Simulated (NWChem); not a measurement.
System: CaCl cation; SMILES [Cl][Ca+]

NWChem input:

```
start job
memory heap 200 mb stack 700 mb global 900 mb
charge 1
geometry units angstroms noautoz
  Ca     0.000000     0.000000    -1.066999
  Cl     0.000000     0.000000     1.254497
end
basis spherical
  * library def2-tzvp
end
dft
  xc m06
  iterations 150
  mulliken
end
task dft energy
```

NWChem printed, in part:

```
             Northwest Computational Chemistry Package (NWChem) 7.3.0
             --------------------------------------------------------

 ORDER OF PRIMARY AXIS IS BEING SET TO 4
 C4V symmetry detected

                             Geometry "geometry" -> ""
                             -------------------------

 Output coordinates in angstroms (scale by  1.889725989 to convert to a.u.)

  No.       Tag          Charge          X              Y              Z
 ---- ---------------- ---------- -------------- -------------- --------------
    1 Ca                  20.0000     0.00000000     0.00000000    -1.06663330
    2 Cl                  17.0000     0.00000000     0.00000000     1.25486270

 Effective nuclear repulsion energy (a.u.)      77.5018628763

      Symmetry information
      --------------------

 Group name             C4v
 Group number             18
 Group order               8
 No. of unique centers     2

                                 NWChem DFT Module
                                 -----------------

 Summary of "ao basis" -> "ao basis" (spherical)
 ------------------------------------------------------------------------------
       Tag                 Description            Shells   Functions and Types
 ---------------- ------------------------------  ------  ---------------------
 Ca                        def2-tzvp                14       36   6s5p3d
 Cl                        def2-tzvp                13       37   5s5p2d1f

      Symmetry analysis of basis
      --------------------------

        a1         27
        a2          0
        b1          6
        b2          6
        e          34

            General Information
            -------------------
          SCF calculation type: DFT
          Wavefunction type:  closed shell.
          No. of atoms     :     2
          No. of electrons :    36
           Alpha electrons :    18
            Beta electrons :    18
          Charge           :     1
          Spin multiplicity:     1
          Use of symmetry is: on ; symmetry adaption is: on
          Maximum number of iterations: 150
          AO basis - number of functions:    73
                     number of shells:    27
          Convergence on energy requested:  1.00D-06
          Convergence on density requested:  1.00D-05
          Convergence on gradient requested:  5.00D-04

              XC Information
              --------------
                          M06 Method XC Functional
                     Hartree-Fock (Exact) Exchange  0.270
                           M06 Exchange Functional  1.000
                         M06 Correlation Potential  1.000

             Grid Information
             ----------------
          Grid used for XC integration:  medium
          Radial quadrature: Mura-Knowles
          Angular quadrature: Lebedev.
          Tag              B.-S. Rad. Rad. Pts. Rad. Cut. Ang. Pts.
          ---              ---------- --------- --------- ---------
          Ca                  1.80      112          10.0       590
          Cl                  1.00       88          10.0       590
          Grid pruning is: on
          Number of quadrature shells:   200
          Spatial weights used:  Erf1

      Superposition of Atomic Density Guess
      -------------------------------------

 Sum of atomic energies:       -1136.22348970

 Renormalizing density from      37.00 to     36

      Non-variational initial energy
      ------------------------------

 Total energy =   -1116.743424
 1-e energy   =   -1669.266407
 2-e energy   =     475.021120
 HOMO         =      -0.863487
 LUMO         =      -0.387659

      Symmetry analysis of molecular orbitals - initial
      -------------------------------------------------

 !! scf_movecs_sym_adapt:   12 vectors were symmetry contaminated

  Symmetry fudging

 !! scf_movecs_sym_adapt:    8 vectors were symmetry contaminated

  Numbering of irreducible representations:

     1 a1          2 a2          3 b1          4 b2          5 e

  Orbital symmetries:

     1 a1          2 a1          3 a1          4 a1          5 e
     6 e           7 a1          8 a1          9 e          10 e
    11 a1         12 a1         13 e          14 e          15 a1
    16 a1         17 e          18 e          19 a1         20 e
    21 e          22 b1         23 b2         24 a1         25 e
    26 e          27 a1         28 a1

     ---------------------------------------------
      Total Density - Mulliken Population Analysis
     ---------------------------------------------

    Atom       Charge   Shell Charges
 -----------   ------   -------------------------------------------------------
    1 Ca  20    18.19   2.00  2.00  1.30  0.70  0.08  0.00  6.00  5.07  0.93  0.03 -0.00  0.01  0.06  0.01
    2 Cl  17    17.81   2.01  0.47  1.50  1.27  0.72  4.31  1.60  1.38  3.35  1.18  0.00  0.02  0.00

   convergence    iter        energy       DeltaE   RMS-Dens  Diis-err
 ---------------- ----- ----------------- --------- --------- ---------
 d= 0,ls=0.0,diis     1  -1137.3850581745 -1.21D+03  4.10D-02  4.24D+00
 d= 0,ls=0.5,diis     2  -1136.1291835012  1.26D+00  2.04D-02  7.90D+00
 d= 0,ls=0.5,diis     3  -1137.3534984172 -1.22D+00  9.63D-03  8.07D-01
 d= 0,ls=0.5,diis     4  -1137.5433581396 -1.90D-01  5.67D-03  9.83D-02
 d= 0,ls=0.5,diis     5  -1137.5883201075 -4.50D-02  3.45D-03  2.44D-02
 d= 0,ls=0.5,diis     6  -1137.5266003594  6.17D-02  1.15D-03  1.15D-01
  Resetting Diis
 d= 0,ls=0.5,diis     7  -1137.5358650983 -9.26D-03  1.39D-03  9.92D-02
 d= 0,ls=0.5,diis     8  -1137.5475706537 -1.17D-02  5.25D-03  8.17D-02
 d= 0,ls=0.5,diis     9  -1137.5839332545 -3.64D-02  3.32D-03  3.45D-02
 d= 0,ls=0.5,diis    10  -1137.5980022635 -1.41D-02  2.09D-03  1.34D-02
 d= 0,ls=0.5,diis    11  -1137.6034793471 -5.48D-03  1.04D-03  5.78D-03
 d= 0,ls=0.5,diis    12  -1137.6056566666 -2.18D-03  5.40D-04  2.61D-03
 d= 0,ls=0.5,diis    13  -1137.6065772299 -9.21D-04  3.53D-04  1.05D-03
 d= 0,ls=0.5,diis    14  -1137.6069887025 -4.11D-04  2.36D-04  4.47D-04
 d= 0,ls=0.5,diis    15  -1137.6071851063 -1.96D-04  1.68D-04  2.28D-04
 d= 0,ls=0.5,diis    16  -1137.6072833925 -9.83D-05  1.20D-04  1.12D-04
 d= 0,ls=0.5,diis    17  -1137.6073327880 -4.94D-05  8.63D-05  5.16D-05
 d= 0,ls=0.5,diis    18  -1137.6073576350 -2.48D-05  6.24D-05  2.52D-05
 d= 0,ls=0.5,diis    19  -1137.6073703236 -1.27D-05  4.41D-05  1.25D-05
 d= 0,ls=0.5,diis    20  -1137.6073768205 -6.50D-06  3.15D-05  6.15D-06
 d= 0,ls=0.5,diis    21  -1137.6073799756 -3.16D-06  2.25D-05  3.08D-06
 d= 0,ls=0.5,diis    22  -1137.6073815289 -1.55D-06  1.60D-05  1.55D-06
 d= 0,ls=0.5,diis    23  -1137.6073825159 -9.87D-07  1.14D-05  7.79D-07
 d= 0,ls=0.5,diis    24  -1137.6073828998 -3.84D-07  8.15D-06  3.94D-07

         Total DFT energy =    -1137.607383154308
      One electron energy =    -1711.216456688111
           Coulomb energy =      560.356664668474
    Exchange-Corr. energy =      -64.249454010979
 Nuclear repulsion energy =       77.501862876308

 Numeric. integr. density =       36.000000054434

                  Occupations of the irreducible representations
                  ----------------------------------------------

                     irrep           alpha         beta
                     --------     --------     --------
                     a1               10.0         10.0
                     a2                0.0          0.0
                     b1                0.0          0.0
                     b2                0.0          0.0
                     e                 8.0          8.0

                       DFT Final Molecular Orbital Analysis
                       ------------------------------------

 Vector   16  Occ=2.000000D+00  E=-4.958601D-01  Symmetry=a1
              MO Center=  2.9D-17, -2.3D-16,  1.1D+00, r^2= 1.6D+00
   Bfn.  Coefficient  Atom+Function         Bfn.  Coefficient  Atom+Function
  ----- ------------  ---------------      ----- ------------  ---------------
    53      0.521746  2 Cl pz                56      0.305901  2 Cl pz
    50      0.233759  2 Cl pz                44     -0.198025  2 Cl pz
     5     -0.174995  1 Ca s                 12      0.147180  1 Ca pz
    29     -0.137144  1 Ca d  0               3      0.125132  1 Ca s
    40      0.106472  2 Cl s                 24     -0.101394  1 Ca d  0

 Vector   17  Occ=2.000000D+00  E=-4.755161D-01  Symmetry=e
              MO Center=  2.3D-15,  2.4D-15,  1.1D+00, r^2= 1.4D+00
   Bfn.  Coefficient  Atom+Function         Bfn.  Coefficient  Atom+Function
  ----- ------------  ---------------      ----- ------------  ---------------
    51      0.388261  2 Cl px                52      0.349136  2 Cl py
    54      0.250350  2 Cl px                55      0.225122  2 Cl py
    48      0.179458  2 Cl px                49      0.161374  2 Cl py
    42     -0.148862  2 Cl px                43     -0.133861  2 Cl py
    30     -0.075248  1 Ca d  1              45     -0.068621  2 Cl px

 Vector   18  Occ=2.000000D+00  E=-4.755161D-01  Symmetry=e
              MO Center=  7.5D-16, -6.5D-16,  1.1D+00, r^2= 1.4D+00
   Bfn.  Coefficient  Atom+Function         Bfn.  Coefficient  Atom+Function
  ----- ------------  ---------------      ----- ------------  ---------------
    52      0.388261  2 Cl py                51     -0.349136  2 Cl px
    55      0.250350  2 Cl py                54     -0.225122  2 Cl px
    49      0.179458  2 Cl py                48     -0.161374  2 Cl px
    43     -0.148862  2 Cl py                42      0.133861  2 Cl px
    28      0.075248  1 Ca d -1              46     -0.068621  2 Cl py

 Vector   19  Occ=0.000000D+00  E=-2.926091D-01  Symmetry=a1
              MO Center= -2.1D-15, -5.3D-15, -1.9D+00, r^2= 4.9D+00
   Bfn.  Coefficient  Atom+Function         Bfn.  Coefficient  Atom+Function
  ----- ------------  ---------------      ----- ------------  ---------------
     5      0.624309  1 Ca s                  6      0.407089  1 Ca s
    18     -0.400103  1 Ca pz                 4     -0.285210  1 Ca s
     3     -0.182347  1 Ca s                 12      0.120265  1 Ca pz
    34     -0.098457  1 Ca d  0              29     -0.090251  1 Ca d  0
    21     -0.086494  1 Ca pz                 2      0.081678  1 Ca s

 Vector   20  Occ=0.000000D+00  E=-2.347844D-01  Symmetry=e
              MO Center= -1.0D-14, -2.4D-15, -1.8D+00, r^2= 4.7D+00
   Bfn.  Coefficient  Atom+Function         Bfn.  Coefficient  Atom+Function
  ----- ------------  ---------------      ----- ------------  ---------------
    16      0.480774  1 Ca px                35      0.433846  1 Ca d  1
    30      0.313734  1 Ca d  1              19      0.272193  1 Ca px
    25      0.242559  1 Ca d  1              10     -0.162969  1 Ca px
    54      0.105517  2 Cl px                13     -0.080223  1 Ca px
    17     -0.074550  1 Ca py                33      0.067273  1 Ca d -1

 Vector   21  Occ=0.000000D+00  E=-2.347844D-01  Symmetry=e
              MO Center= -2.2D-14, -2.2D-14, -1.8D+00, r^2= 4.7D+00
   Bfn.  Coefficient  Atom+Function         Bfn.  Coefficient  Atom+Function
  ----- ------------  ---------------      ----- ------------  ---------------
    17      0.480774  1 Ca py                33     -0.433846  1 Ca d -1
    28     -0.313734  1 Ca d -1              20      0.272193  1 Ca py
    23     -0.242559  1 Ca d -1              11     -0.162969  1 Ca py
    55      0.105517  2 Cl py                14     -0.080223  1 Ca py
    16      0.074550  1 Ca px                35      0.067273  1 Ca d  1

     ---------------------------------------------
      Total Density - Mulliken Population Analysis
     ---------------------------------------------

    Atom       Charge   Shell Charges
 -----------   ------   -------------------------------------------------------
    1 Ca  20    18.56   2.00  2.00  1.16  0.83  0.11 -0.01  5.98  4.74  1.29  0.06  0.01  0.07  0.23  0.09
    2 Cl  17    17.44   2.01  0.44  1.52  1.13  0.88  4.18  1.68  1.12  2.87  1.59  0.00  0.02  0.00

     -------------------------------------------
      Total Density - Lowdin Population Analysis
     -------------------------------------------

    Atom       Charge   Shell Charges
 -----------   ------   -------------------------------------------------------
    1 Ca  20    18.95   2.00  2.00  1.07  0.83  0.18  0.05  5.94  4.24  1.72  0.25  0.07  0.06  0.24  0.29
    2 Cl  17    17.05   1.98  0.84  1.14  0.94  0.80  3.92  1.90  1.27  2.56  1.65  0.00  0.03  0.00

     Multipole analysis of the density
     ---------------------------------

     L   x y z        total         alpha         beta         nuclear
     -   - - -        -----         -----         ----         -------
     0   0 0 0      1.000000    -18.000000    -18.000000     37.000000

     1   1 0 0      0.000000      0.000000      0.000000      0.000000
     1   0 1 0      0.000000      0.000000      0.000000      0.000000
     1   0 0 1     -4.115147     -2.057573     -2.057573      0.000000

     2   2 0 0    -16.469314     -8.234657     -8.234657      0.000000
     2   1 1 0     -0.000000     -0.000000     -0.000000      0.000000
     2   1 0 1      0.000000      0.000000      0.000000      0.000000
     2   0 2 0    -16.469314     -8.234657     -8.234657      0.000000
     2   0 1 1      0.000000      0.000000      0.000000      0.000000
     2   0 0 2    -10.057260    -93.454787    -93.454787    176.852313
```

Level: M06/def2-TZVP. The geometry was optimised at PBE0/def2-SVP.
